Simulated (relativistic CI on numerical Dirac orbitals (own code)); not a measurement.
## Ag⁴⁺: 3p photoemission

Computed with this model: Dirac-Coulomb-Breit CI, orbitals from a KLI potential per configuration, QED by a radiative potential, valence Slater integrals scaled by 0.8, multiplet model of photoemission in the sudden approximation; configurations [Kr] 4d7 → [Ne] 3s2 3p5 3d10 4s2 4p6 4d7; 300 K; Lorentzian 1.4 eV and Gaussian 0.6 eV FWHM. Energies are those of the free ion, without screening or charge transfer. The energies are binding energies and can lie tens of eV above those of solids. S is read from ⟨S²⟩ = S(S + 1).

Field parameters in Wybourne normalisation: D4h B²₀ = −7Ds, B⁴₀ = 21(Dq − Dt), B⁴₄ = 21√(5/14) Dq. The field is a parameter set, without covalency.

free ion: ground-state S = 1.47, centroid 655.48 eV. Peaks (eV, height): 644.8 (100), 676.4 (60).

D4h, 10Dq = 33500, Ds = -1500, Dt = 780 cm⁻¹: ground-state S = 0.58, centroid 655.69 eV. Peaks (eV, height): 645.2 (100), 676.6 (59).

Strongest unbroadened transitions for D4h, 10Dq = 33500, Ds = -1500, Dt = 780 cm⁻¹:

```
Energy (eV)  Relative strength
     644.65               41.4
     644.69               51.0
     644.80               65.7
     645.07               37.2
     645.13               13.8
     645.15               35.7
     645.17               35.4
     645.45               98.3
     645.58               20.4
     645.66                3.9
     645.73               10.5
     645.86                7.2
     645.96                7.4
     645.99                7.5
     676.52               55.8
     676.59               55.9
     676.68              100.0
     676.91               11.5
```
